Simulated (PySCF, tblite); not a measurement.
C4H4ClP3.
SMILES with atom numbers: `[CH3:1][c:2]1[p:3][cH:4][p:5][c:6]([Cl:7])[p:8]1` (hydrogens: H9, H10, H11 on C1; H12 on C4)

Computed with GFN2-xTB (tblite), gas phase: Langevin dynamics at 300 K from the optimised GFN2-xTB geometry, time step 0.5 fs, friction 0.01 fs⁻¹, 2000 steps. Over the second half of the run the saved frames average 314 K.

Frame at 250 fs, instantaneous temperature 192 K:
```
atom  x, y, z in Å
C1      1.933    0.133    0.039
C2      0.427   -0.027    0.235
P3     -0.190   -1.369    1.117
C4     -1.932   -1.100    1.054
P5     -3.047   -0.024    0.394
C6     -2.022    1.182   -0.403
Cl7    -2.955    2.490   -0.998
P8     -0.346    1.302   -0.641
H9      2.497   -0.604    0.616
H10     2.362    1.109    0.238
H11     2.213   -0.056   -1.026
H12    -2.392   -1.903    1.649
```

Frame at 425 fs, instantaneous temperature 306 K:
```
atom  x, y, z in Å
C1      1.786   -0.189    0.465
C2      0.265   -0.180    0.269
P3     -0.396   -1.481    1.255
C4     -2.089   -1.116    1.373
P5     -3.234   -0.030    0.718
C6     -2.226    0.943   -0.451
Cl7    -3.122    2.120   -1.482
P8     -0.484    1.077   -0.709
H9      2.120    0.572    1.140
H10     2.331   -0.060   -0.460
H11     1.907   -1.187    0.867
H12    -2.654   -1.759    2.005
```

Frame at 625 fs, instantaneous temperature 368 K:
```
atom  x, y, z in Å
C1      1.734   -0.661    0.152
C2      0.199   -0.416    0.305
P3     -0.564   -1.228    1.558
C4     -2.346   -1.050    1.490
P5     -3.369   -0.175    0.387
C6     -2.249    0.667   -0.526
Cl7    -2.923    1.947   -1.524
P8     -0.533    0.765   -0.752
H9      2.374   -0.052    0.849
H10     1.964   -0.331   -0.844
H11     1.912   -1.688    0.436
H12    -2.900   -1.592    2.246
```

Frame at 800 fs, instantaneous temperature 252 K:
```
atom  x, y, z in Å
C1      1.610   -0.369    0.029
C2      0.101   -0.203   -0.033
P3     -0.664   -1.150    1.276
C4     -2.349   -1.010    1.264
P5     -3.257    0.143    0.334
C6     -2.231    0.834   -0.917
Cl7    -3.139    2.010   -1.895
P8     -0.517    0.891   -1.265
H9      1.962    0.452    0.621
H10     2.150   -0.293   -0.901
H11     1.943   -1.309    0.496
H12    -2.807   -1.541    2.075
```

Frame at 1000 fs, instantaneous temperature 341 K:
```
atom  x, y, z in Å
C1      1.719   -0.524   -0.021
C2      0.225   -0.328    0.066
P3     -0.505   -1.484    1.154
C4     -2.189   -1.132    1.197
P5     -3.259    0.008    0.467
C6     -2.209    0.766   -0.746
Cl7    -3.030    2.058   -1.558
P8     -0.448    0.785   -1.061
H9      1.837   -1.469   -0.586
H10     2.140   -0.488    1.002
H11     2.165    0.268   -0.573
H12    -2.603   -1.692    2.031
```

**Question.** What do single points at PBE0/pcSseg-1 (PySCF, gas phase) give on these frames?

**Answer.** 
```json
{"t (fs)": "250", "GFN2-xTB E above start (eV)": "0.22", "DFT E above lowest frame (eV)": "0.00", "HOMO (eV)": "-7.28", "LUMO (eV)": "-2.65", "dipole (D)": "1.80"}
{"t (fs)": "425", "GFN2-xTB E above start (eV)": "0.43", "DFT E above lowest frame (eV)": "0.23", "HOMO (eV)": "-7.23", "LUMO (eV)": "-2.87", "dipole (D)": "2.18"}
{"t (fs)": "625", "GFN2-xTB E above start (eV)": "0.48", "DFT E above lowest frame (eV)": "0.32", "HOMO (eV)": "-7.30", "LUMO (eV)": "-2.86", "dipole (D)": "1.92"}
{"t (fs)": "800", "GFN2-xTB E above start (eV)": "0.37", "DFT E above lowest frame (eV)": "0.22", "HOMO (eV)": "-7.09", "LUMO (eV)": "-2.85", "dipole (D)": "2.22"}
{"t (fs)": "1000", "GFN2-xTB E above start (eV)": "0.26", "DFT E above lowest frame (eV)": "0.09", "HOMO (eV)": "-7.10", "LUMO (eV)": "-2.79", "dipole (D)": "1.95"}
```

Both levels order the frames alike by energy; measured from each level's lowest frame they differ by 0.07 eV at most. The HOMO–LUMO gap runs from 4.24 to 4.63 eV. These are instantaneous structures, not minima.

**Question.** And the isotropic GIAO shieldings (ppm) from the same runs?

**Answer.** 
```
atom  250 fs  425 fs  625 fs  800 fs  1000 fs   mean  range
  C1   154.6   152.9   154.7   157.2    154.1  154.7    4.3
  C2   -28.8   -39.4   -23.3   -37.1    -30.1  -31.7   16.1
  P3    89.6    78.2    30.5    21.6     58.2   55.6   68.0
  C4    -0.4     0.0   -14.9    -4.8     -2.5   -4.5   14.9
  P5    73.7    39.3    92.1    11.8     58.1   55.0   80.3
  C6   -28.9   -63.1   -15.0   -38.1    -47.0  -38.4   48.1
 Cl7   609.6   548.1   589.2   574.3    579.3  580.1   61.5
  P8    41.4    17.2    46.3    52.5     46.6   40.8   35.3
  H9    28.5    29.0    27.6    28.7     27.3   28.2    1.7
 H10    28.3    28.3    28.3    28.6     27.6   28.2    1.0
 H11    27.8    27.5    28.2    27.8     29.1   28.1    1.6
 H12    21.1    21.1    20.3    20.1     20.9   20.7    1.0
```

The cost below is that of the whole dynamics run. Time: 20 s wall; peak memory 0.18 GiB. Hardware: Arm Neoverse V1, one thread, no GPU, shared host.
